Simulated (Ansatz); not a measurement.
Cs₃Br₂. The state is a doublet with charge 0. Geometry PBE0-D4/def2-SVP, basis def2-TZVP, Ansatz.

```
atom    x (Å)    y (Å)    z (Å)
 Cs1   2.6077  -0.2453  -0.7357
 Cs2  -1.7509   1.1837  -1.7199
 Cs3  -0.8364  -0.9314   2.4300
 Br4  -0.4324  -1.8913  -0.8566
 Br5   0.4120   1.8843   0.8822
```

| run | HOMO (eV) | LUMO (eV) |
| --- | --- | --- |
| A | -1.84 | -1.25 |
| B | -2.10 | -1.06 |
| C | -2.09 | -1.38 |
| D | -2.59 | -0.29 |

In the def2 sets Cs takes a core potential; there is no spin–orbit coupling. B3LYP takes the VWN-RPA correlation. The structure comes from a short search, and lower isomers may exist.

HOMO and LUMO are taken over both spins.

Task: The runs used B3LYP, PBE0, r2SCAN, ωB97M-V. Estimate which is which.

Result: A r2SCAN (0 % exact exchange); B PBE0 (25 % exact exchange); C B3LYP (20 % exact exchange); D ωB97M-V (range-separated). Exact exchange lowers occupied and raises empty levels; among semilocal functionals meta-GGAs tend to open the gap a little, and such runs are hard to tell apart. The gap grows from 0.59 eV (r2SCAN) to 2.30 eV (ωB97M-V).
